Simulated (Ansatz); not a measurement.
Cost against result

Saddle point of BHBrCl₃, closed shell (BCl₃ ([Cl][B]([Cl])[Cl]) + HBr → BBrCl₂ ([Cl][B]([Cl])[Br]) + HCl; bonds formed: B1–Br6, Cl2–H5; bonds broken: B1–Cl2, H5–Br6), PBE0-D4/def2-TZVP structure:

```xyz
6
angstrom
B -0.4312 -0.2641 -0.1770
Cl 0.9460 0.8200 -1.1243
Cl -0.3096 -1.9630 -0.6246
Cl -2.0010 0.5325 -0.2275
H 1.2553 0.7885 0.3918
Br 0.5407 0.0862 1.7614
```

Barriers are electronic and count from the start structure reached by relaxing down the imaginary mode.

Computed with Ansatz 0.2.0 (basis: as named in each row); correlated methods freeze the cores. Filled d shells of the heavier atoms are correlated. The def2 sets are not built for correlating such inner shells, so the correlated values are less sure here. B3LYP uses VWN-RPA correlation. Extrapolation: Hartree–Fock as exp(−7.88 √X), correlation as X^−2.97.

Times are rough, for one single point on 8 threads of a shared host (Arm Neoverse V1).

The estimate by CCSD(T) at an estimated basis limit (MP2 extrapolated from triple and quadruple zeta, plus CCSD(T) − MP2 in triple zeta) is 26.02 kcal/mol.

| method | basis | time (s) | barrier (kcal/mol) | method less estimate |
| --- | --- | --- | --- | --- |
| HF | STO-3G | under 1 | 30.15 | 4.14 |
| PBE-D4 | STO-3G | under 1 | 0.08 | -25.94 |
| SPW92 | def2-SVP | under 1 | 7.75 | -18.27 |
| PBE-D4 | def2-SVP | under 1 | 16.32 | -9.69 |
| B3LYP-D4 | 6-31G | under 1 | 26.85 | 0.84 |
| SPW92 | def2-TZVPP | under 1 | 9.95 | -16.07 |
| PBE0-D4 | def2-SVP | under 1 | 20.72 | -5.30 |
| PBE-D4 | def2-TZVPP | 1 | 17.91 | -8.11 |
| BLYP-D4 | def2-TZVPP | 1 | 23.51 | -2.51 |
| CCSD(T) | def2-SVP | 2 | 31.83 | 5.81 |
| BHLYP-D4 | def2-TZVPP | 2 | 31.26 | 5.25 |
| B3LYP-D4 | def2-TZVPP | 2 | 26.41 | 0.39 |
| PBE0-D4 | def2-TZVPP | 2 | 21.77 | -4.24 |
| CAM-B3LYP-D4 | def2-TZVPP | 2 | 28.62 | 2.60 |
| RPA on PBE | def2-TZVPP | 3 | 28.15 | 2.14 |
| wB97M-V | def2-SVP | 3 | 24.54 | -1.48 |
| r2SCAN-D4 | def2-TZVPP | 3 | 21.50 | -4.52 |
| B2PLYP | def2-TZVPP | 3 | 27.86 | 1.84 |
| PBE-QIDH | def2-TZVPP | 4 | 24.43 | -1.58 |
| r2SCAN0-D4 | def2-TZVPP | 4 | 23.98 | -2.03 |
| B97M-V | def2-TZVPP | 5 | 27.94 | 1.93 |
| wB97X-V | def2-TZVPP | 5 | 27.60 | 1.59 |
| wB97M-V | def2-TZVPP | 6 | 26.49 | 0.48 |
| MP2 | def2-QZVPP | 11 | 23.02 | -3.00 |
| CCSD(T) | def2-TZVPP | 26 | 28.16 | 2.15 |

All methods are single points on the PBE0-D4 structures.

The T1 diagnostic stays at or below 0.010.

Labels in which every atom is bracketed show which atoms are joined, not bond orders.
